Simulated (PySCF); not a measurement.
Mapped SMILES: `[SH:1][CH2:2][c:3]1[cH:4][cH:5][cH:6][o:7]1`; H(Xn) means a hydrogen on atom n.

Geometry: PBE0-D3(BJ)/def2-TZVP; GIAO shifts from PySCF, gas phase, non-relativistic, averaged over equivalent atoms.

At B97-2/pcSseg-2 (343 basis functions, 52 s wall time on 1 thread of an Arm Neoverse V1, shared host):
```csv
atoms,δ (ppm)
S1,-36.7
C3,161.9
C6,148.3
C5,117.0
C4,112.4
C2,28.2
O7,298.3
H(C6),7.51
H(C5),6.51
H(C4),6.29
H(C2),3.66
H(S1),2.40
```

Referencing at the same level of theory: CS2 for ³³S (σref 517.10); ¹³C (σref 185.38) and ¹H (σref 31.64) vs TMS; H2O for ¹⁷O (σref 327.66).

Question: Predict the values at KT3/pcSseg-2 on the same geometry.

Answer: 
| atoms | δ at KT3/pcSseg-2 | change |
| --- | --- | --- |
| S1 | -19.6 | +17.1 |
| C3 | 153.5 | -8.4 |
| C6 | 140.0 | -8.3 |
| C5 | 108.9 | -8.1 |
| C4 | 104.5 | -7.9 |
| C2 | 29.3 | +1.1 |
| O7 | 293.5 | -4.8 |
| H(C6) | 7.52 | +0.01 |
| H(C5) | 6.39 | -0.12 |
| H(C4) | 6.18 | -0.11 |
| H(C2) | 3.82 | +0.16 |
| H(S1) | 2.31 | -0.09 |

Shifts are taken against calculated references (same method and geometry level): CS2 for ³³S (σ = 535.12 ppm); ¹³C (σ = 183.24 ppm), ¹H (σ = 31.63 ppm) vs TMS; ¹⁷O (σ = 325.30 ppm) vs H2O.

The largest change is at S1 (thiol sulfur). Cost: 343 basis functions, 76 s wall time on 1 thread of an Arm Neoverse V1, shared host. The order of the carbon signals is the same at both levels.

Unscaled 17O shifts of doubly bonded oxygen tend to come out too high, by tens of ppm or more. Experimental scales use liquid or dissolved standards, which lie at an offset from isolated H2O (liquid H2O: subtract about 36 ppm).
